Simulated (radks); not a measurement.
The numbers below are computed, except where a source is named.
The nuclear charge of the tin ion Sn+ is varied continuously with 49 electrons held in [Kr] 4d10 5s2 5p1. Level of theory: scalar-relativistic Kohn-Sham, PBE, spin-unpolarised, spherical densities, point nucleus (a radial shooting solver on a logarithmic mesh with Libxc functionals). By the Hellmann-Feynman theorem dE/dZ = E(electron-nucleus)/Z, the electronic potential at the nucleus. The scalar-relativistic energy here is not variational (the density holds large components alone), so the two differ by a part that grows with Z.

| Z | E (hartree) | E(electron-nucleus)/Z (hartree) | HOMO | e(HOMO) (eV) | <r> HOMO (bohr) |
|---|---|---|---|---|---|
| 49.6 | -6057.82901 | -295.171 | 5p | -6.871 | 3.149 |
| 49.8 | -6117.22351 | -296.815 | 5p | -8.520 | 3.018 |
| 50 | -6176.94970 | -298.459 | 5p | -10.256 | 2.904 |
| 50.2 | -6237.00761 | -300.103 | 5p | -12.072 | 2.805 |
| 50.4 | -6297.39731 | -301.747 | 5p | -13.966 | 2.716 |
| 50.6 | -6358.11892 | -303.392 | 5p | -15.933 | 2.636 |
| 50.8 | -6419.17257 | -305.037 | 5p | -17.973 | 2.564 |
| 51 | -6480.55840 | -306.683 | 5p | -20.082 | 2.497 |

The central difference of E at Z = 50 is -299.460 hartree, to compare with the third column; the second derivative is -8.29 hartree.
